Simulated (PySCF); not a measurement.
**Relaxation of singlet H2Te**

Computed with PBE0 in PySCF with Te x2c-TZVPall, H x2c-TZVPall; spin-free X2C, no spin–orbit coupling; density-fitted integrals. A (50,194) grid was used.

A hand-made bent start, of C2v symmetry, held to at least that symmetry:

```xyz
3
charge 0 multiplicity 1, angstrom
Te    0.0000    0.0000   -0.0147
H     1.3762    0.0000    0.9489
H    -1.3762    0.0000    0.9489
```

Optimiser trace:
| step | E − E(last) (kJ/mol) | largest gradient (Eh/bohr) |
| --- | --- | --- |
| 0 | 22.67 | 0.01672 |
| 1 | 2.21 | 0.00895 |
| 2 | 0.22 | 0.00407 |
| 3 | 0.00 | 0.00033 |
| 4 | 0.00 | 0.00000 |

It ends at C2v with Te–H 1.657 Å (×2); H–Te–H 90.1°. A frequency run shows a minimum. Other isomers or separated fragments may lie lower.
